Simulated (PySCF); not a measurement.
# A bond scan of GeH3N

Calculated results; nothing here was measured. They come from PySCF 2.14.0, an open-source quantum chemistry program, on an isolated molecule that a program drew, which may never have been made. The molecule is GeH3N (charge 0, singlet), drawn as the SMILES string `[NH2][GeH]`.

The structure below is the HF double-zeta minimum with every atom moved a little at random, so it isn't optimised. Bond Ge2-H5 is then set to each length in the table by shifting atom 5 along it, with nothing else relaxed.
```xyz
5
GeH3N, angstrom
N     0.2727   -0.4407   -1.3171
Ge    1.9853   -0.9831   -1.3454
H    -0.1119   -0.4963   -0.3986
H    -0.3484   -0.0998   -1.9780
H     2.0754   -0.7526   -2.9633
```

E is the energy above the same method's energy at the HF double-zeta minimum. IE is the energy to remove one electron at fixed geometry, to the doublet state of charge +1, as a difference of total energies. The basis family is cc-pVnZ, with UHF for radicals and no spin-orbit coupling. Best is HF at quadruple zeta, plus MP2 correlation extrapolated from triple and quadruple zeta, plus CCSD(T) minus MP2 at triple zeta, with a frozen core. The other columns are at triple zeta. Germanium has the cc-pVnZ-PP basis, with a core potential (ECP10MDF) in place of its 10 inner electrons, and its 3s, 3p and 3d shells are frozen in MP2 and coupled-cluster steps.

```
bond (Å),E CCSD (kcal/mol),E wB97X (kcal/mol),E CCSD(T) (kcal/mol),E best (kcal/mol),IE CCSD (eV),IE wB97X (eV),IE CCSD(T) (eV),IE best (eV),T1
1.6067,2.48,2.34,2.53,2.49,9.037,9.254,9.040,9.164,0.017
1.6367,2.65,2.55,2.68,2.66,9.039,9.250,9.043,9.167,0.017
1.7257,4.41,4.43,4.38,4.39,9.029,9.220,9.034,9.159,0.017
1.8237,?,?,?,?,?,?,?,?,?
2.0807,20.77,21.46,20.36,20.43,8.687,8.789,8.714,8.850,0.020
```

T1 is the CCSD diagnostic of the starting molecule.

**Estimate the best E and IE at 1.8237 Å from the other rows.**

A cubic in the inverse of the bond length through the other values of E best gives 7.81 kcal/mol there. A least-squares quadratic in the bond length through IE best gives 9.118 eV. The calculation gives 7.83 kcal/mol and 9.120 eV, so the fits miss by 0.02 kcal/mol and 0.002 eV. The same recipe one zeta lower moves these two values by 0.07 kcal/mol and 0.04 eV, a gauge of their own error. The rest of the row: E is 7.90 (CCSD), 8.06 (wB97X), 7.78 (CCSD(T)); IE is 8.984 (CCSD), 9.152 (wB97X), 8.992 (CCSD(T)); T1 is 0.017.
